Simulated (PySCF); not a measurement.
CAgO, charge +1, multiplicity 1. Atoms are numbered in the order given.

```xyz
3

Ag     0.0000     0.0000     0.6348
C      0.0000     0.0000    -1.4956
O      0.0000     0.0000    -2.6077
```
Charge +1, spin multiplicity 1.

The structure is a stationary point at PBE0-D3(BJ)/def2-TZVP. The multiplicity is an assumed one; other spin states were not compared. The def2 effective core potentials stand for the cores of Ag; spin–orbit coupling is left out.

Computed with PySCF with M06-2X/def2-TZVPD.

Mulliken values depend strongly on the basis, most of all with diffuse functions as here. ESP charges are fitted to the potential on shells at 1.4 to 2.0 van der Waals radii. Atomic charges (e):

```json
[
 {"atom": "Ag1", "ESP fit": "0.88", "Mulliken": "0.65"},
 {"atom": "C2", "ESP fit": "-0.02", "Mulliken": "0.31"},
 {"atom": "O3", "ESP fit": "0.15", "Mulliken": "0.03"}
]
```
